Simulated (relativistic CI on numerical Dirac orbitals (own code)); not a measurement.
Electric-dipole transitions in Tl74+

Computed by Dirac-Coulomb-Breit CI, orbitals from a KLI potential per configuration, model QED (radiative potential, 1s self-energy scaled to tabulated hydrogen-like ionisation energies), unscaled Slater integrals (own radial code, finite nucleus).

CI space (outside the closed core 1s2): 2s²2p³, 2s2p⁴, 2p⁵, 2p⁴3s, 2s²2p²3s, 2p⁴3p, 2s²2p²3p, 2p⁴3d, 2s²2p²3d, 2s2p³3s, 2s2p³3p, 2s2p³3d, 2s²2p²4s, 2s²2p²4p, 2s²2p²4d, 2s²2p²4f. Levels of other configurations are missing.

```
λ vac (nm)                Lower                  Upper   A (s⁻¹)  log gf  S velocity/length
   0.09095    2s²2p³ ²D°5/2 [3]   2s²2p²3d ²F7/2 [124]  2.13e+15    0.33               1.00
   0.09113    2s²2p³ ²P°3/2 [1]    2s²2p²3d ²D3/2 [49]  2.42e+15    0.08               0.99
   0.09117    2s²2p³ ²P°3/2 [1]    2s²2p²3d ²D5/2 [48]  2.71e+15    0.31               0.99
   0.09129      2s2p⁴ ⁴P5/2 [5]   2s2p³3d ⁴D°5/2 [161]  2.37e+15    0.25               0.99
   0.09132      2s2p⁴ ⁴P5/2 [5]   2s2p³3d ⁴F°7/2 [158]  1.99e+15    0.30               1.00
   0.10654     2s2p⁴ ²D5/2 [10]   2s2p³3d ²F°7/2 [192]  2.33e+15    0.50               1.00
   0.10662    2s²2p³ ⁴S°3/2 [2]    2s²2p²3d ²D5/2 [55]  2.02e+15    0.32               0.99
   0.10672    2s²2p³ ²P°3/2 [8]   2s²2p²3d ²D5/2 [139]  2.58e+15    0.42               0.99
   0.10675    2s²2p³ ²D°5/2 [3]    2s²2p²3d ²F7/2 [56]  3.47e+15    0.68               1.00
   0.10677    2s²2p³ ⁴S°3/2 [2]    2s²2p²3d ²F5/2 [54]  1.42e+15    0.16               1.00
   0.10703    2s²2p³ ²P°3/2 [1]    2s²2p²3d ²D5/2 [20]  2.15e+15    0.35               1.00
   0.10708     2s2p⁴ ²D3/2 [12]   2s2p³3d ²D°5/2 [198]  3.71e+15    0.58               1.00
   0.10711      2s2p⁴ ⁴P5/2 [5]    2s2p³3d ⁴D°7/2 [75]  2.97e+15    0.61               1.00
   0.10717      2s2p⁴ ⁴P5/2 [5]    2s2p³3d ⁴D°5/2 [74]  1.63e+15    0.23               0.99
   0.10725     2s2p⁴ ²D5/2 [10]   2s2p³3d ²D°5/2 [186]  2.70e+15    0.45               0.99
   0.10731      2s2p⁴ ⁴P3/2 [9]   2s2p³3d ⁴D°5/2 [180]  2.20e+15    0.36               1.00
   0.10733      2s2p⁴ ²P3/2 [7]    2s2p³3d ²D°5/2 [79]  3.10e+15    0.51               1.00
   0.10738     2s2p⁴ ²D5/2 [10]   2s2p³3d ²F°7/2 [183]  1.79e+15    0.39               1.00
   0.31312  2s²2p²3d ²D3/2 [19]  2s²2p²4f ²F°5/2 [106]  4.39e+14    0.59               0.99
   0.32451  2s²2p²3d ²D5/2 [20]  2s²2p²4f ²F°7/2 [108]  4.49e+14    0.75               0.99
```

Terms are leading LS components. Brackets give the number of a level in order of energy, since labels repeat. The list gives strong lines, with weight on those to low levels, among the lowest 200 of 359 levels, so that lines to higher ones, which can be the strongest, are missing. Levels whose partners in the same complex of configurations lie outside the list can be far off, and so can their lines. Rates are taken at the computed energies, electric ones in the length gauge. A velocity-to-length ratio far from 1 marks an uncertain rate.

At this charge energies of transitions that change n are usually good to better than 1 %, and those within a shell (Δn = 0) to a few per cent.

LS names give the leading component of a level, which can be under half, so a name can repeat, a term be missing and a line seem to break the LS rules.
